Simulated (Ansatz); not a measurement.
Ansatz (an electronic-structure program) input:

Ansatz 0.2 input:
```yaml
crystal:
  periodic: [false, false, false]
  atoms:
    - {symbol: C, position_ang: [-1.58932195, -0.94146650, 0.57357051]}
    - {symbol: C, position_ang: [-1.87102881, 0.58545188, 0.40968072]}
    - {symbol: C, position_ang: [-0.50038291, 1.08719731, 0.15135865]}
    - {symbol: C, position_ang: [0.43124974, 0.18456176, -0.11457575]}
    - {symbol: C, position_ang: [-0.20234549, -1.20680501, -0.06832301]}
    - {symbol: C, position_ang: [1.78987241, 0.40590344, -0.44837011]}
    - {symbol: N, position_ang: [2.90259213, 0.53191619, -0.72313818]}
    - {symbol: H, position_ang: [-2.37495983, -1.54837319, 0.12658390]}
    - {symbol: H, position_ang: [-1.54735561, -1.17793277, 1.63633960]}
    - {symbol: H, position_ang: [-2.33464013, 1.02524630, 1.29295110]}
    - {symbol: H, position_ang: [-2.52359155, 0.80130302, -0.44157711]}
    - {symbol: H, position_ang: [0.39833741, -1.90831445, 0.51083129]}
    - {symbol: H, position_ang: [-0.28419322, -1.60439956, -1.08320762]}
basis:
  gaussian:
    orbitals: def2-TZVP
hamiltonian:
  xc: b3lyp
  dispersion: d3bj
magnetization: {spin_polarized: true, initial_magnetization: 1}
phonons: {temperatures: {t_min: 298.15, t_max: 298.15, t_step: 100}}
```

Question: Predict the final energy.

Answer: -287.01090 Eh (B3LYP-D3(BJ)/def2-TZVP). The basis has 253 functions.

It need not be the lowest isomer of its formula.
